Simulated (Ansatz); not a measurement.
# Relaxing a trial structure of BGaGeH3In

The starting geometry of this gas-phase singlet was optimised with GFN2-xTB.

```yaml
atoms:
  - { symbol: B, position_ang: [-1.0235, -0.4470, 1.1621] }
  - { symbol: Ga, position_ang: [1.0113, -2.4192, -0.4233] }
  - { symbol: Ge, position_ang: [0.8007, 0.0437, 0.6836] }
  - { symbol: In, position_ang: [-0.6395, 1.5131, -1.3087] }
  - { symbol: H, position_ang: [0.3841, -0.6554, -1.8469] }
  - { symbol: H, position_ang: [-1.7544, -0.8762, 0.3157] }
  - { symbol: H, position_ang: [-1.5138, -0.3451, 2.2320] }
```

Q: Predict what it relaxes into with B3LYP-D3(BJ)/def2-SVP.

A: A new bond forms, giving a structure given below by its coordinates. Distances that change by over a tenth: B1–In4 (3.18 → 2.72 Å). Contacts that close: Ge3–H5 (2.66 → 1.61 Å).

The energy falls by 1.10 eV over 29 steps:

```json
{"step": "1", "E − E(last) (eV)": "1.102"}
{"step": "4", "E − E(last) (eV)": "0.249"}
{"step": "7", "E − E(last) (eV)": "0.205"}
{"step": "10", "E − E(last) (eV)": "0.167"}
{"step": "13", "E − E(last) (eV)": "0.126"}
{"step": "17", "E − E(last) (eV)": "0.070"}
{"step": "20", "E − E(last) (eV)": "0.032"}
{"step": "23", "E − E(last) (eV)": "0.003"}
{"step": "26", "E − E(last) (eV)": "0.000"}
{"step": "29", "E − E(last) (eV)": "0.000"}
```

Final geometry (Å):

```
atom    x (Å)    y (Å)    z (Å)
   B  -0.9090  -0.5669   0.6192
  Ga   0.5957  -2.7523   0.8492
  Ge   0.9685  -0.2871  -0.0280
  In  -1.2590   1.4949  -1.1255
   H   0.8790   0.3958  -1.4879
   H  -2.0653  -0.3104   0.2894
   H  -0.9451  -1.1599   1.6983
```

Frequencies at the end are all real (lowest 31 cm⁻¹). Atoms past krypton carry core potentials, without spin–orbit terms. Run with Ansatz 0.2.0, 2.1 min on 2 threads of Arm Neoverse V2, on a shared host.
